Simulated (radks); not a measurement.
Task: These are the eigenvalues of the occupied orbitals of an atom or ion with whole-number occupations (eV). Calculated with a radial shooting solver on a logarithmic mesh with Libxc functionals: scalar-relativistic Kohn-Sham, PBEsol, spin-polarised, spherical densities, finite nucleus; Fermi nuclear charge, rms radius of each element as measured or else 0.836 A^(1/3) + 0.57 fm.

orbital  eigenvalue
1s up     -7343.984
1s down   -7342.462
2s up     -1159.992
2s down   -1158.633
2p up     -1041.527
2p down   -1039.694
3s up     -380.0152
3s down   -372.9992
3p up     -344.1815

Which element is it, and in what charge state? The configuration may be excited. Open shells, if any, are filled with parallel spins first.

Result: Z = 26, iron, charge +12: Fe12+ in [Ne] 3s2 3p2. The list shows which subshells hold electrons but not how many an open one holds; the 1s level, -269.89 hartree, gives Z - s = 23.2 by -(Z - s)^2/2, which with screening and relativity narrows Z to a few neighbours, and the depths of the outer levels then fix element, charge and occupations together.
